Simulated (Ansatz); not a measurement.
The cluster Li₆H₇⁻. The state is a singlet with charge -1. Geometry PBE0-D4/def2-TZVPD, basis def2-TZVPD, Ansatz.

```xyz
13

Li   -0.345    1.762    0.444
Li   -2.268   -0.147   -0.232
Li    0.042   -0.832    1.296
Li    2.159    0.859    0.412
Li   -0.836   -2.146   -0.641
Li    0.286   -0.090   -1.515
H    -2.070    1.495    0.238
H    -1.417   -0.889   -1.766
H     0.622    0.782    1.639
H    -1.642   -1.583    0.845
H     0.826    1.461   -0.917
H     0.770   -1.468   -0.325
H     3.873    0.795    0.521
```

```csv
run,HOMO (eV),LUMO (eV)
A,-1.04,1.83
B,-0.19,1.92
C,0.07,1.50
D,-0.04,1.43
```

Another isomer (singlet) lies 0.48 eV lower at PBE0-D4/def2-TZVPD; other spin states weren't run for this one.

Task: The runs used BLYP, PBE, PBE0, r2SCAN. Estimate which is which.

Result: A PBE0 (25 % exact exchange); B r2SCAN (0 % exact exchange); C BLYP (0 % exact exchange); D PBE (0 % exact exchange). Exact exchange lowers occupied and raises empty levels; among semilocal functionals meta-GGAs tend to open the gap a little, and such runs are hard to tell apart. The gap grows from 1.44 eV (BLYP) to 2.88 eV (PBE0). At BLYP-D4/def2-TZVPD the highest occupied level of the charge -1 singlet lies above zero (up to 0.07 eV). The electron is either unbound and held by the finite basis, or the level is raised by self-interaction error.
